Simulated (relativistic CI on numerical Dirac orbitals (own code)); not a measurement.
d1 to d9 in one octahedral field

Computed with a parametric ligand-field model without spin-orbit coupling, by exact diagonalisation: B = 350, C = 1590, 10Dq = 32400 cm⁻¹ (Oh; |10Dq|/B = 92.6) for every shell. Energies in cm⁻¹; the field energy is (0.6 n_e − 0.4 n_t2) × 10Dq of the ground term; g labels are left out. So small a B with so large a field is typical of 4d and 5d ions, where spin-orbit coupling, left out here, reaches 1,000 to 4,000 cm⁻¹.

```tsv
Shell	Ground term	Electrons in e	Field energy	First spin-allowed bands	Lowest term of other spin
d1	2T2	0.000	-12960	2E 32400	
d2	3T1	0.003	-25808	3T2 31474, 3T1 35797	1T2 5358
d3	4A2	0.000	-38880	4T2 32400, 4T1 36450	2E 7666
d4	3T1	0.006	-51641	3E 30750, 3T1 31150	1T2 4868
d5	2T2	0.012	-64403	2A2 30164, 2T1 30288	4T1 24676
d6	1A1	0.010	-77433	1T1 31096, 1T2 36357	3T1 27808
d7	?	?	?	?	?
d8	3A2	2.000	-38880	3T2 32400, 3T1 36450	1E 5957
d9	2E	3.000	-19440	2T2 32400
```

**Question.** Fill in the row of d7.

**Answer.** Ground term: 2E; Electrons in e: 1.006; Field energy: -58122; First spin-allowed bands: 2T1 31022, 2T2 31460; Lowest term of other spin: 4T1 24746. Low spin: d4, d5, d6, d7; the other shells keep the spin of the free ion. Only d4 to d7 can choose; the field needed to pair spins is smallest for d6 and largest for d5, which loses most exchange energy. In the strong-field picture 10Dq must exceed about 6B + 5C = 10050 (d4), 7.5B + 5C = 10575 (d5), 2.5B + 4C = 7235 (d6) and 4B + 4C = 7760 (d7); mixing of terms shifts these bounds somewhat.
